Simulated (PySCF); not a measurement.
```xyz
9

C     -1.3856    -0.4215     0.2117
C     -0.5398     0.4186    -0.3745
C      0.9270     0.3729    -0.2125
O      1.6866     1.1414    -0.7501
O      1.3567    -0.6202     0.6029
H     -1.0356    -1.2123     0.8613
H     -2.4531    -0.3383     0.0545
H     -0.8793     1.2125    -1.0264
H      2.3230    -0.5531     0.6331
```

Charge 0, multiplicity 1.

Question: Give the Mulliken and meta-Löwdin atomic charges from PySCF 2.14.0 with TPSSh-D3(BJ)/def2-TZVP // B3LYP-D3(BJ)/def2-TZVP.

Answer: 
```csv
atom,Mulliken (e),meta-Löwdin (e)
C1,-0.19,-0.19
C2,-0.20,-0.15
C3,0.31,0.51
O4,-0.31,-0.45
O5,-0.37,-0.47
H6,0.15,0.14
H7,0.14,0.13
H8,0.14,0.14
H9,0.32,0.36
```
